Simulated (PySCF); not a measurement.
## Radial density of O⁺ (oxygen, charge +1)

PBE, [He] 2s2 2p3, high-spin 4S determinant. All numbers are calculated (PySCF 2.14, the spin-free X2C one-electron Hamiltonian (Gaussian nucleus), in Sapporo-DZP-2012 (4s3p1d, 18 functions)).

```tsv
r (bohr)	4πr²ρ (e/bohr)	4πr²(ρα − ρβ)
0.00378	0.05204	0.0000
0.00636	0.1435	-0.0001
0.0107	0.3816	-0.0002
0.0180	0.9555	-0.0005
0.0303	2.230	-0.0009
0.0509	4.536	0.0008
0.0857	7.443	0.0177
0.144	8.478	0.1192
0.242	5.619	0.5212
0.408	3.026	1.4399
0.686	4.272	2.5542
1.15	3.516	1.9662
1.94	0.7818	0.4520
3.26	0.04886	0.0376
```

Densities and radii are taken from the X2C orbitals without a picture-change correction, which distorts them close to the nucleus.
